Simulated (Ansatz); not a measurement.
Cost and result for the atomization energy of CH5BBrN, SMILES `NCBBr` (9 atoms, 8 bonds).

Z-matrix (Å, degrees):
```
C
B 1 1.546
N 1 1.443 2 118.4
H 1 1.100 2 106.7 3 125.2
H 1 1.113 2 101.7 3 -127.0
Br 2 1.910 1 121.9 3 12.0
H 2 1.191 1 121.6 3 -171.2
H 3 1.011 1 111.5 2 -38.9
H 3 1.010 1 112.1 2 -160.8
```

Charge 0, multiplicity 1. Correlated methods include outer-core shells of Br, which these sets cover unevenly. Scalar relativity is left out up to krypton. The structure was optimised at the PBE0-D4/def2-TZVP level. It is one conformer, not always the lowest. Program: Ansatz. All runs use 4 threads of an Arm Neoverse V1 on a shared host. Times are those of one run each, without the atoms' runs, and a repeat can differ threefold. Electronic energies, without spin–orbit coupling; frozen cores. CCSD(T)/CBS adds CCSD(T) − MP2 in def2-TZVPP to the MP2 limit, and its time is that of the two runs behind it. T1 = 0.010. With those shells the extrapolation isn't a true limit. B3LYP takes the VWN-RPA correlation (the form of Gaussian; ORCA's B3LYP/G).

CCSD(T)/CBS is a level of theory with its own doubt, some kJ/mol a heavy atom from the limit and from the frozen cores, so smaller differences don't rank the functionals.

| level | functions | wall time | atomization (kJ/mol) | difference from CCSD(T)/CBS | per bond |
| --- | --- | --- | --- | --- | --- |
| PBE-D4/def2-TZVPP (with forces) | 211 | 1.9 s | 3239.0 | 80.4 | 10.1 |
| PBE0-D4/def2-TZVPP | 211 | 2.3 s | 3185.2 | 26.6 | 3.3 |
| B3LYP-D4/def2-TZVPP (with forces) | 211 | 3.3 s | 3171.4 | 12.8 | 1.6 |
| r2SCAN-D4/def2-TZVPP (with forces) | 211 | 4.2 s | 3172.9 | 14.3 | 1.8 |
| B2PLYP/def2-TZVPP | 211 | 4.2 s | 3132.9 | -25.7 | -3.2 |
| ωB97X-V/def2-TZVPP | 211 | 6.5 s | 3169.3 | 10.7 | 1.3 |
| ωB97M-V/def2-TZVPP (with forces) | 211 | 8.5 s | 3173.3 | 14.7 | 1.8 |
| MP2/def2-QZVPP | 410 | 16 s | 3172.5 | 13.9 | 1.7 |
| CCSD(T)/def2-TZVPP | 211 | 97 s | 3071.0 | -87.6 | -10.9 |
| CCSD(T)/CBS(def2) | – | 110 s | 3158.6 | 0.0 | 0.0 |

The D4 term adds +26.2 kJ/mol with B3LYP and +13.6 kJ/mol with PBE0; it sums over pairs of atoms, weighted by their polarisabilities, and B3LYP, whose exchange is more repulsive, gets the larger term. From PBE to PBE0 (25 % exact exchange), in def2-TZVPP and without D4, the atomization energy moves by −51.1 kJ/mol: exact exchange takes away binding that semilocal exchange gives to molecules. In def2-TZVPP, CCSD(T) changes the Hartree–Fock value by +777.5 kJ/mol (the triples alone add +46.2 kJ/mol) and MP2 by +827.8 kJ/mol; breaking electron pairs costs correlation energy, which Hartree–Fock lacks.
